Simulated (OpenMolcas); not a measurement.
**Ionisation energies of tantalum**

- Program: OpenMolcas 26.06
- Basis: ANO-RCC-VDZP [7s6p4d2f1g]
- Scalar Hamiltonian: DKH2, point nucleus
- Spin-orbit coupling: state interaction with AMFI integrals over the reference wave functions, term energies averaged over their components

Active shells in each charge state: the valence d shell, with orbitals averaged over the low states. Where CASPT2's correlated closed shells are named, they are those of the first ion.

A. CASSCF
B. SS-CASPT2, IPEA 0.25 Eh, imaginary shift 0.1 Eh (closed shells correlated: 5s 5p)
C. SS-CASPT2, IPEA 0.25 Eh, imaginary shift 0.1 Eh (closed shells correlated: 4f 5s 5p)
D. SS-CASPT2, IPEA 0 Eh, imaginary shift 0.1 Eh (closed shells correlated: 5s 5p)
E. SS-CASPT2, IPEA 0.25 Eh, imaginary shift 0.1 Eh (closed shells correlated: none)

Energies in eV between the lowest computed levels, named as in B; reference values from the NIST Atomic Spectra Database with their kind.

```json
{"From": "Ta2+ 5d³ ⁴F_3/2", "To": "Ta3+ 5d² ³F₂", "A": "23.047", "B": "23.369", "C": "23.579", "D": "23.405", "E": "23.173", "Spin-orbit share in B": "-0.311", "Reference": "23.100 (theoretical)"}
{"From": "Ta3+ 5d² ³F₂", "To": "Ta4+ 5d ²D_3/2", "A": "35.006", "B": "35.337", "C": "35.644", "D": "35.382", "E": "35.099", "Spin-orbit share in B": "+0.260", "Reference": "35.000 (theoretical)"}
{"From": "Ta4+ 5d ²D_3/2", "To": "Ta5+ 5p⁶ ¹S₀", "A": "47.167", "B": "47.465", "C": "47.837", "D": "47.499", "E": "47.167", "Spin-orbit share in B": "+0.601", "Reference": "48.272 (semi-empirical)"}
```

The lowest level within the active space need not be the ion's true ground level.
